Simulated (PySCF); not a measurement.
**TDDFT excited states: C10H18Si**

Species: Si(vinyl)3(nBu), C₁₀H₁₈Si.
InChI=1S/C10H18Si/c1-5-9-10-11(6-2,7-3)8-4/h6-8H,2-5,9-10H2,1H3

The calculation used TDDFT B3LYP/def2-SVPD, vertical, gas phase, core orbitals frozen in the response (PySCF 2.14.0, density-fitted response routines). One conformer (not necessarily the lowest) at the PBE0-D3(BJ)/def2-SVP geometry, without solvent, vibrations or thermal averaging.

```tsv
state	E (eV)	λ (nm)	ν̃ (cm⁻¹)	f	main configurations (H = HOMO, L = LUMO)
S1	5.97	207.7	48150	0.011	H→L (37%), H→L+1 (37%)
S2	5.99	207.0	48320	0.0062	H→L+2 (70%), H-1→L (16%)
S3	6.04	205.4	48680	0.041	H→L (38%), H→L+1 (36%), H-2→L+1 (12%)
S4	6.11	202.8	49310	0.0008	H-1→L+1 (32%), H-2→L+2 (27%), H-1→L (10%)
S5	6.18	200.7	49840	0.0079	H-2→L (36%), H-1→L+2 (21%), H-1→L+1 (16%)
S6	6.19	200.5	49890	0.0054	H-1→L+1 (32%), H-2→L (27%), H-2→L+2 (22%)
S7	6.58	188.5	53060	0.108	H-1→L (21%), H-1→L+2 (14%), H-2→L+1 (14%)
S8	6.60	187.7	53270	0.126	H-2→L+1 (20%), H-5→L (15%), H-2→L (9%)
S9	6.62	187.4	53350	0.0038	H-4→L (43%), H-4→L+2 (13%), H-3→L+2 (8%)
S10	6.63	187.0	53470	0.026	H-4→L+1 (24%), H-5→L+1 (18%), H-3→L+1 (17%)
```

Triplets (Tamm–Dancoff): T1 4.28 eV, H-1→L+2 (22%), H→L (20%), H-2→L+1 (13%); T2 4.29 eV, H-2→L+1 (24%), H→L+1 (21%), H-1→L (15%); T3 4.30 eV, H→L+2 (23%), H-1→L (20%), H-2→L+2 (18%); T4 5.69 eV, H→L (23%), H-2→L (14%), H-4→L+2 (13%).

The lowest singlet lies at 5.97 eV (208 nm, ultraviolet) and is weak; its leading configuration is HOMO→LUMO (37%). The most intense listed level is S8 at 6.60 eV (188 nm, f = 0.126), 0.63 eV above S1. S5/S6 lie within about 0.01 eV of each other. Löwdin shares by element: HOMO carbon 46% or more (atoms not listed hold the other 54%); LUMO (one of a set within 0.03 eV) carbon 69% or more (atoms not listed hold the other 31%). Of the 10 states listed, 5 reach f = 0.01 and none stays under 0.0005. The oscillator strengths of these states sum to 0.336; summed over the whole spectrum of an exact calculation they would give the number of electrons, 92 (Thomas–Reiche–Kuhn). Orbital energies (eV): HOMO-3 -8.17, HOMO-2 -7.58, HOMO-1 -7.56, HOMO -7.29, LUMO -0.53, LUMO+1 -0.50, LUMO+2 -0.47. The window holds the lowest 10 singlets.
